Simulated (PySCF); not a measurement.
Correlation energy of Ca (calcium, neutral)

[Ar] 4s2, closed-shell 1S. Calculation: PySCF 2.14, in Sapporo-DKH3-DZP-2012; the spin-free X2C one-electron Hamiltonian (Gaussian nucleus). Frozen: [Ar]; 2 electrons correlated.

Total MP2 correlation energy: -14.70 mhartree.

Same-spin part 0.00 and opposite-spin part -14.70 mhartree; SCS-MP2 scales them by 1/3 and 6/5 to -17.64 mhartree.

With two correlated electrons CCSD is exact within the correlated space (frozen core and kept virtual orbitals).

```csv
level,correlation energy (mhartree)
CCSD,-26.97
```

Diagnostics: T1 = 0.012, D1 = 0.0168, largest double amplitude 0.175.

A double-excitation amplitude exceeds 0.15, a sign of near-degeneracy.

Cost of the coupled-cluster step: 0.06 s of wall time on 1 thread of Neoverse-V2 (shared host), for 2 correlated electrons.

Iterations:

```
CC2 = 0
CCSD nocc = 1, nmo = 17
frozen orbitals [0, 1, 2, 3, 4, 5, 6, 7, 8]
max_cycle = 100
direct = 0
conv_tol = 1e-08
conv_tol_normt = 1e-06
diis_space = 8
diis_start_cycle = 0
Init t2, MP2 energy = -679.628777659855  E_corr(MP2) -0.0147026312425454
Init E_corr(CCSD) = -0.0147026312426259
cycle = 1  E_corr(CCSD) = -0.0214270075534573  dE = -0.00672437631  norm(t1,t2) = 0.0791901
cycle = 2  E_corr(CCSD) = -0.024489080127121  dE = -0.00306207257  norm(t1,t2) = 0.0369012
cycle = 3  E_corr(CCSD) = -0.0269962784204029  dE = -0.00250719829  norm(t1,t2) = 0.0168961
cycle = 4  E_corr(CCSD) = -0.0269403227423688  dE = 5.5955678e-05  norm(t1,t2) = 0.00108227
cycle = 5  E_corr(CCSD) = -0.0269826187947681  dE = -4.22960524e-05  norm(t1,t2) = 0.000235095
cycle = 6  E_corr(CCSD) = -0.0269722015039053  dE = 1.04172909e-05  norm(t1,t2) = 6.8913e-05
cycle = 7  E_corr(CCSD) = -0.0269725456662323  dE = -3.44162327e-07  norm(t1,t2) = 3.48237e-06
cycle = 8  E_corr(CCSD) = -0.0269727046387762  dE = -1.58972544e-07  norm(t1,t2) = 9.19405e-07
cycle = 9  E_corr(CCSD) = -0.0269726945968507  dE = 1.00419255e-08  norm(t1,t2) = 1.56159e-07
cycle = 10  E_corr(CCSD) = -0.0269726826539388  dE = 1.19429119e-08  norm(t1,t2) = 8.53716e-08
cycle = 11  E_corr(CCSD) = -0.0269726822506507  dE = 4.03288063e-10  norm(t1,t2) = 7.24507e-09
CCSD converged
E(CCSD) = -679.6410477108628  E_corr = -0.02697268225065071
```
